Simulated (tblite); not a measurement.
C6H12N2.
Atom-mapped SMILES: `[CH2:1]=[CH:2][CH2:3][NH:4][N:5]([CH3:6])[CH:7]=[CH2:8]` (hydrogens: H9, H10 on C1; H11 on C2; H12, H13 on C3; H14 on N4; H15, H16, H17 on C6; H18 on C7; H19, H20 on C8)

The geometry is computed with GFN2-xTB (gas phase).

(1) Give the optimised bond lengths and angles.

Answers

(1) 
```tsv
bond	length (Å)	order
C1=C2	1.320	double
C2–C3	1.496	single
C3–N4	1.462	single
N4–N5	1.406	single
N5–C6	1.445	single
N5–C7	1.376	single
C7=C8	1.331	double
C1–H9	1.078	single
C1–H10	1.077	single
C2–H11	1.081	single
C3–H12, C3–H13	1.098	single
N4–H14	1.021	single
C6–H15, C6–H16, C6–H17	1.091	single
C7–H18	1.082	single
C8–H19	1.074	single
C8–H20	1.076	single
```

Bonds in one row agree within 0.01 Å and their mean is given. Orders are formal, as drawn. A selection of angles:
```tsv
angle	degrees
C1–C2–C3	124.2
C2–C3–N4	109.6
C3–N4–N5	112.3
N4–N5–C6	112.9
N4–N5–C7	120.1
C6–N5–C7	119.1
N5–C7–C8	127.0
H14–N4–C3	110.1
H14–N4–N5	110.5
```

Dihedral angles: C1–C2–C3–N4 -133° (anticlinal); C2–C3–N4–N5 -178° (antiperiplanar); C3–N4–N5–C6 121° (anticlinal); N4–N5–C7–C8 11° (synperiplanar). The mirror-image conformer, all signs reversed, is as good.

N5 (hydrazine nitrogen) has angles 120.1°, 119.1° and 112.9°, sum 352.1°, 0.23 Å off the plane of its three neighbours. N4 (hydrazine nitrogen) is pyramidal (angles 112.3°, 110.5° and 110.1°, sum 332.9°, 0.39 Å off the plane of its three neighbours). The C–C distances run from 1.320 Å (C1=C2, drawn double) to 1.496 Å (C2–C3, drawn single), a spread of 0.176 Å. The 3 C–N bonds span 1.376 Å (N5–C7, drawn single) to 1.462 Å (C3–N4, drawn single), a spread of 0.086 Å. Of the pairs four or more bonds apart, C8···H14 is among the closest relative to their van der Waals radii: 2.63 Å, 91 % of the sum of Bondi's values.

Point group: C1 (no symmetry element, even within 0.4 Å). Its GFN2-xTB frequencies are all real (lowest 39 cm⁻¹). One conformer, not necessarily the lowest.

Hardware: one thread, Arm Neoverse V1 (aarch64), no GPU, shared host with 32 logical CPUs at a one-minute load of 11. Cost: 0.52 s. This is the geometry optimisation.
